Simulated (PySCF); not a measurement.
Precursor series Zn OH-Br. Isolated molecules, 0 K electronic values unless said otherwise. One relaxed conformer stands for each flexible species; it need not be the lowest.

Level of theory: PySCF with TPSSh-D3(BJ)/def2-TZVP // BP86-D3(BJ)/def2-SVP. 

```
species                                  charge on the central atom (Mulliken) (e)  HOMO (eV)  charge on the central atom (meta-Löwdin) (e)  LUMO (eV)
---------------------------------------  -----------------------------------------  ---------  --------------------------------------------  ---------
0 of 2 OH replaced by Br ([Zn(OH)2])                                          0.60      -7.47                                          1.28      -1.51
1 of 2 OH replaced by Br ([Zn(OH)(Br)])                                       0.58      -7.60                                           ___        ___
2 of 2 OH replaced by Br                                                       ___      -7.90                                          1.18      -2.23
```

Question: Fill in the missing entries.

Answer: 
- 1 of 2 OH replaced by Br ([Zn(OH)(Br)]), charge on the central atom (meta-Löwdin) (e): 1.23
- 1 of 2 OH replaced by Br ([Zn(OH)(Br)]), LUMO (eV): -1.89
- 2 of 2 OH replaced by Br, charge on the central atom (Mulliken) (e): 0.54
